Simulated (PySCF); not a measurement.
Computed IR spectrum (relative IR intensity) of a molecule CH3FO3Si. Geometry optimised at PBE0-D3(BJ)/def2-SVP. The values are those of a single conformer. These are PBE0-D3(BJ)/def2-SVP in PySCF values and carry that method's errors. Frequencies are harmonic and unscaled.

Lines under 2 % of the strongest are left out, and lines within 2 cm⁻¹ are merged.

ν (cm⁻¹): 290 (vw), 310 (w), 392 (w), 553 (m), 703 (w), 746 (w), 823 (w), 862 (vw), 901 (s), 966 (s), 1019 (m), 1279 (vs), 1846 (s), 2387 (m), 3088 (w), 3765 (s) (against the strongest line: vs over 80 %, s over 45 %, m over 15 %, w over 4 %, vw less)

Pick the molecule that these values belong to.
A. O[Si]1(F)OCO1
B. O=C[Si](O)(O)F
C. O=C(O)[Si@H](O)F
D. O=CO[Si@@H](O)F

D, O=CO[Si@@H](O)F
